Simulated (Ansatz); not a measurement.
Basis sets compared for (FSi)4O6 adamantane (Si4O6F4). Charge 0, multiplicity 1. Geometry PBE-D4/def2-SVP. Ansatz on 4 threads of Arm Neoverse V2 on a shared host; times are rough, and most runs start from earlier orbitals.

```xyz
14

Si    1.306    1.115   -0.142
F     2.517    2.149   -0.274
O     0.394    1.040   -1.545
Si   -0.894   -0.028   -1.472
F    -1.724   -0.053   -2.838
O    -0.261   -1.533   -1.099
Si    0.621   -1.574    0.324
F     1.197   -3.034    0.625
O     1.844   -0.439    0.174
O    -0.394   -1.040    1.545
Si   -1.033    0.487    1.290
F    -1.990    0.938    2.487
O     0.261    1.533    1.099
O    -1.844    0.439   -0.174
```

Binding counts from free atoms (Si triplet, F doublet, O triplet) in the same basis, without a counterpoise term.

| level | functions | energy (Eh) | HOMO (eV) | LUMO (eV) | binding per atom (eV) | wall time |
| --- | --- | --- | --- | --- | --- | --- |
| PBE-D4/def2-SVP | 212 | -2007.0742 | -8.63 | -1.75 | 5.70 | 4.4 s |
| PBE0-D4/def2-SVP | 212 | -2007.1713 | -10.59 | -0.79 | 5.48 | 6 s |

Task: Estimate the rows for PBE-D4/def2-TZVP, PBE0-D4/def2-TZVP.

Result: 
| level | functions | energy (Eh) | HOMO (eV) | LUMO (eV) | binding per atom (eV) | wall time |
| --- | --- | --- | --- | --- | --- | --- |
| PBE-D4/def2-TZVP | 458 | -2008.6083 | -8.75 | -1.96 | 5.80 | 11 s |
| PBE0-D4/def2-TZVP | 458 | -2008.7047 | -10.56 | -0.94 | 5.62 | 26 s |
